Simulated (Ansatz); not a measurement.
Geometry optimisation, RKS BLYP-D4/def2-SVP (Ansatz).

input.yaml

```yaml
crystal:
  periodic: [false, false, false]
  atoms:
    - { symbol: Ge, position_ang: [-0.261715, -0.918503, -0.411286] }
    - { symbol: Br, position_ang: [2.070966, -1.301815, -0.776373] }
    - { symbol: H, position_ang: [-0.981089, -1.663901, -1.571744] }
    - { symbol: H, position_ang: [-0.575748, -1.620687, 0.935944] }
    - { symbol: C, position_ang: [-0.63627, 1.027036, -0.41611] }
    - { symbol: H, position_ang: [1.554637, 0.081586, 1.619213] }
    - { symbol: H, position_ang: [0.916162, 0.196388, 1.89312] }
    - { symbol: H, position_ang: [-1.385854, 1.268859, -1.192229] }
    - { symbol: H, position_ang: [-1.005627, 1.373333, 0.565267] }
    - { symbol: H, position_ang: [0.304537, 1.557905, -0.645903] }
basis:
  gaussian: { orbitals: def2-SVP }
hamiltonian:
  xc: blyp
  dispersion: d4
relax:
  f_tol: 0.03
  max_steps: 50
```

Run as:

```bash
$ ansatz run input.yaml --threads 2 --pin off --max-ram 3072MiB --backend cpu --events-out ev --progress --plain --runs-dir out
```

Problem. Where does it end, and by what steps?

Solution. The run converged. After 20 steps the energy has fallen by 0.221 eV; H7 moved furthest, 1.01 Å.

```csv
step,energy less start (eV),largest force component (eV/Å),accepted
0,0.0000,2.274,yes
1,-0.1342,0.100,yes
2,-0.1614,0.205,yes
3,-0.1730,0.091,yes
4,-0.1757,0.128,yes
5,-0.1771,0.099,yes
6,-0.1790,0.107,yes
7,-0.1760,0.385,no
8,-0.1849,0.056,yes
9,-0.1905,0.190,yes
10,-0.1845,0.513,no
11,-0.1975,0.098,yes
12,-0.2031,0.086,yes
13,-0.2081,0.206,yes
14,-0.2045,0.451,no
15,-0.2152,0.063,yes
16,-0.2188,0.048,yes
17,-0.2186,0.222,no
18,-0.2189,0.089,yes
19,-0.2207,0.031,yes
20,-0.2213,0.004,yes
```

```xyz
10
Properties=species:S:1:pos:R:3
Ge -0.350 -0.974 -0.655
Br 1.990 -1.335 -0.617
H -0.865 -1.595 -1.983
H -0.934 -1.733 0.568
C -0.662 0.971 -0.562
H 1.635 0.141 2.136
H 1.350 0.510 2.746
H -1.749 1.176 -0.632
H -0.276 1.365 0.397
H -0.141 1.474 -1.398
```

Whether the end is a true minimum wasn't checked by a vibrational analysis.

Run time: 50 s on 2 threads of Arm Neoverse V1, with other jobs on the host, peak memory 0.17 GiB.
